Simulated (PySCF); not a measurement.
Dipole moment and polarisability of `C#C[C@@H](F)[C@@H]1C=COC1`

Species: C7H7FO.
Geometry (GFN2-xTB, Å), atoms numbered from 1 in this order:
```xyz
16
C7H7FO angstrom
C      2.3910    0.3141    1.1291
C      1.7649   -0.1568    0.2249
C      0.9831   -0.7611   -0.8380
F      1.1298   -2.1413   -0.8075
C     -0.5140   -0.4209   -0.7175
C     -0.7609    1.0617   -0.8073
C     -1.2899    1.4756    0.3363
O     -1.4981    0.5071    1.2579
C     -1.0885   -0.7341    0.6806
H      2.9494    0.7451    1.9057
H      1.3688   -0.4400   -1.8166
H     -1.0346   -0.9790   -1.5029
H     -0.5167    1.6546   -1.6645
H     -1.5851    2.4636    0.6396
H     -0.3444   -1.1897    1.3399
H     -1.9624   -1.3897    0.6288
```

Level: PBE0/def2-SVPD (PySCF), static field, nuclei fixed, core orbitals frozen in the response. The polarisability tensor in these axes (au):

```
x   80.18 -0.57  2.67
y   -0.57 76.62  5.85
z    2.67  5.85 80.78
```

Question: Give the principal values, the mean and the anisotropy Δα = √{½[(α1 − α2)² + (α2 − α3)² + (α1 − α3)²]}.

Answer: Principal values 71.98, 80.02 and 85.58 au; mean 79.20 au = 11.74 Å³ = 13.06 × 10⁻⁴⁰ C²·m²/J; Δα = 11.84 au (15 % of the mean).

Question: What is the dipole moment, and where does it point?

Answer: (-0.12, 1.41, -0.69) D, 1.58 D in size, pointing from the negative to the positive side. Measured along this direction, the outermost atoms are F4 and H15 at the negative end and H13 at the positive end.

Question: Traceless (Buckingham) quadrupole moment about the centre of nuclear charge: eigenvalues?

Answer: -8.84, 1.30, 7.54 D·Å. The values depend on the origin, since the dipole doesn't vanish. The electronic extent ⟨r²⟩ about the same centre is 1072 bohr², a root-mean-square distance of 2.13 Å for the 66 electrons.

Question: Find the Langevin capture rate constant for NH4+ (18.034 u) meeting this molecule (126.048 u), k = 2.342 × 10⁻⁹ cm³/s × √(α in Å³ / reduced mass in u).

Answer: The reduced mass is 15.78 u, so k = 2.02 × 10⁻⁹ cm³/s. The formula leaves out the permanent dipole, which adds to the capture rate.

Question: Rayleigh depolarisation ratio (linearly polarised light, static tensor)?

Answer: ρ = 3Δα²/(45ᾱ² + 4Δα²) = 420.6/(282238 + 560.8) = 0.00149.

Question: What molar refraction does this α imply?

Answer: Lorentz–Lorenz: R = (4π/3)N_A α = 2.5225 cm³/(mol·Å³) × 11.74 Å³ = 29.6 cm³/mol, in the limit of long wavelengths.

Geometry: GFN2-xTB, one conformer, isolated molecule.
